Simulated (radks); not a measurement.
The numbers below are computed, except where a source is named.
Q: The gallium ion Ga4+, 27 electrons, occupied as [Ne] 3s2 3p4 3d9 4p2 (not the ground configuration). Level of theory: Dirac Kohn-Sham, LDA (Slater exchange, Perdew-Wang correlation), spin-unpolarised, spherical densities, point nucleus; open shells are shared between the two j in proportion to 2j + 1 (a radial shooting solver on a logarithmic mesh with Libxc functionals). Some entries of the table are withheld. Estimate them.

orbital      occ.  eigenvalue (eV)  <r> (bohr)
1s1/2           2              (1)     0.04866
2s1/2           2        -1350.685      0.2178
2p1/2           2        -1208.296      0.1882
2p3/2           4        -1180.601      0.1917
3s1/2           2        -230.5821      0.6367
3p1/2     1.33333        -183.7686      0.6469
3p3/2     2.66667        -179.8442      0.6561
3d3/2         3.6         -99.8413         (2)
3d5/2         5.4         -99.2612         (3)
4s1/2           0         -59.4635       1.685
4p1/2    0.666667              (4)         (5)
4p3/2     1.33333              (6)         (7)
4d3/2           0         -30.1860       2.381
4d5/2           0         -30.1212       2.386
5p1/2           0         -21.3907         (8)
5p3/2           0         -21.2164         (9)
4f5/2           0         -17.5467        (10)
4f7/2           0         -17.5453        (11)

A: 
(1) 1s1/2 eigenvalue (eV): -10305.42
(2) 3d3/2 <r> (bohr): 0.6856
(3) 3d5/2 <r> (bohr): 0.6889
(4) 4p1/2 eigenvalue (eV): -47.7813
(5) 4p1/2 <r> (bohr): 1.861
(6) 4p3/2 eigenvalue (eV): -47.2423
(7) 4p3/2 <r> (bohr): 1.880
(8) 5p1/2 <r> (bohr): 3.805
(9) 5p3/2 <r> (bohr): 3.834
(10) 4f5/2 <r> (bohr): 3.299
(11) 4f7/2 <r> (bohr): 3.299
